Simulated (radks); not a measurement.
The numbers below are computed, except where a source is named.
Ti, 22 electrons, occupied as [Ar] 3d2 4s2 (the NIST ground configuration). Level of theory: scalar-relativistic Kohn-Sham, LDA (Slater exchange, Perdew-Wang correlation), spin-polarised, spherical densities, point nucleus; open shells are filled with parallel spins first (a radial shooting solver on a logarithmic mesh with Libxc functionals). Some entries of the table are withheld. Estimate them.

orbital  occ.  eigenvalue (eV)  <1/r> (bohr^-1)  <r^2> (bohr^2)
1s down     1        -4855.819            21.76        0.006538
1s up       1        -4855.817            21.76        0.006538
2s up       1        -535.4860            4.533          0.1257
2s down     1        -534.9003            4.536          0.1255
2p up       3        -443.9318            4.444          0.1042
2p down     3        -443.4732            4.447          0.1039
3s up       1         -62.8635              (1)           1.176
3s down     1         -61.2074              (2)           1.178
3p up       3         -39.3826              (3)             (4)
3p down     3         -37.7525              (5)             (6)
3d up       2          -4.9965           0.8762           3.365
4s up       1          -4.8024           0.3813           13.56
4s down     1          -4.3040           0.3635           14.78
3d down     0          -3.5927           0.8451           3.946

Answer. 
(1) 3s up <1/r> (bohr^-1): 1.398
(2) 3s down <1/r> (bohr^-1): 1.396
(3) 3p up <1/r> (bohr^-1): 1.266
(4) 3p up <r^2> (bohr^2): 1.396
(5) 3p down <1/r> (bohr^-1): 1.263
(6) 3p down <r^2> (bohr^2): 1.403
